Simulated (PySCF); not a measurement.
germylmethylgermane (CH₈Ge₂), SMILES [CH2]([GeH3])[GeH3].

Geometry optimised at PBE0-D3(BJ)/def2-SVP.

Level of theory: PySCF 2.14.0 with TDDFT-B3LYP/def2-SVPD.

Vertical excitations. The molecule is in vacuum. State labels are in the subgroup C2v.

| state | symmetry | energy (eV) | λ (nm) | f | main pairs |
|---|---|---|---|---|---|
| S1 | B1 | 7.27 | 171 | 0.001 | HOMO→LUMO 98 % |
| S2 | A1 | 7.71 | 161 | 0.002 | HOMO−1→LUMO 95 % |
| S3 | B1 | 7.76 | 160 | 0.402 | HOMO→LUMO+1 90 % |
| S4 | A1 | 7.95 | 156 | 0.002 | HOMO→LUMO+2 93 % |
| S5 | B1 | 8.04 | 154 | 0.008 | HOMO→LUMO+3 93 % |
| S6 | B2 | 8.09 | 153 | 0.044 | HOMO−2→LUMO 95 % |
| S7 | A2 | 8.11 | 153 | 0.000 | HOMO−3→LUMO 96 % |
| S8 | A1 | 8.17 | 152 | 0.102 | HOMO−1→LUMO+1 92 % |
| S9 | B1 | 8.28 | 150 | 0.001 | HOMO−1→LUMO+2 61 %, HOMO−4→LUMO 36 % |
| S10 | B2 | 8.40 | 148 | 0.029 | HOMO−2→LUMO+1 53 %, HOMO→LUMO+4 40 % |
| T1 | B1 | 6.96 | 178 | 0 | HOMO→LUMO 87 % |
| T2 | B1 | 7.17 | 173 | 0 | HOMO→LUMO+1 81 % |
| T3 | A1 | 7.40 | 168 | 0 | HOMO−1→LUMO 85 % |
| T4 | A1 | 7.64 | 162 | 0 | HOMO→LUMO+2 81 % |
Triplets are in the Tamm–Dancoff approximation, which puts them higher than full response would, so one can lie above its singlet here.
